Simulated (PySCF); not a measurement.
C5H3F3OS.
Atom-mapped SMILES: `[F:1][C:2]([F:3])([F:4])[S:5][c:6]1[cH:7][cH:8][cH:9][o:10]1` (hydrogens: H11 on C7; H12 on C8; H13 on C9)

Cartesian coordinates in Å at the PBE0-D3(BJ)/def2-SVP level; atoms count from 1:
```xyz
13
C5H3F3OS angstrom
F      2.285   -0.280    1.303
C      2.475   -0.012    0.016
F      2.318    1.294   -0.145
F      3.722   -0.336   -0.304
S      1.371   -0.985   -1.065
C     -0.160   -0.398   -0.496
C     -1.008   -0.876    0.466
C     -2.136   -0.007    0.465
C     -1.883    0.926   -0.500
O     -0.699    0.698   -1.087
H     -0.828   -1.745    1.095
H     -3.020   -0.064    1.097
H     -2.441    1.785   -0.866
```

All values: CAM-B3LYP/def2-SVPD (PySCF, non-relativistic), on one gas-phase PBE0-D3(BJ)/def2-SVP geometry that isn't relaxed in the solvent. The solvent is an IEF-PCM continuum (van der Waals radii × 1.2), and excitations are vertical TDDFT with non-equilibrium linear response and a frozen core. The model holds no explicit solvent molecules, cavitation or dispersion.

```csv
run,E − E(gas) (kcal/mol),HOMO (eV),HOMO–LUMO gap (eV),dipole (D),lowest singlet (eV),static polarisability (au)
gas,0.00,-8.56,8.63,2.82,5.67,82.8
P,-3.32,-8.40,8.59,3.53,5.62,109.7
Q,-2.98,-8.41,8.59,3.46,5.61,106.4
```

Problem. The runs were made in acetone and dichloromethane. Which run belongs to which solvent?

Solution. P = acetone, Q = dichloromethane. The dielectric constants are 8.93 (dichloromethane), 20.49 (acetone), and the energy falls further as ε rises. The optical constants n² used for the excitations are 2.03, 1.85 in the same order. In this model the ground state sees the solvent through ε alone.

Problem. How constant is the ratio of the lowering to (ε − 1)/(2ε + 1)?

Solution. 
```csv
solvent,(ε − 1)/(2ε + 1),E − E(gas) (kcal/mol),ratio (kcal/mol),polarisation term (kcal/mol)
dichloromethane,0.420,-2.98,-7.1,-3.34
acetone,0.464,-3.32,-7.2,-3.78
```

The ratio changes by +1.1 % in size from dichloromethane to acetone. The polarisation term is half the interaction of the solute with the induced surface charges.
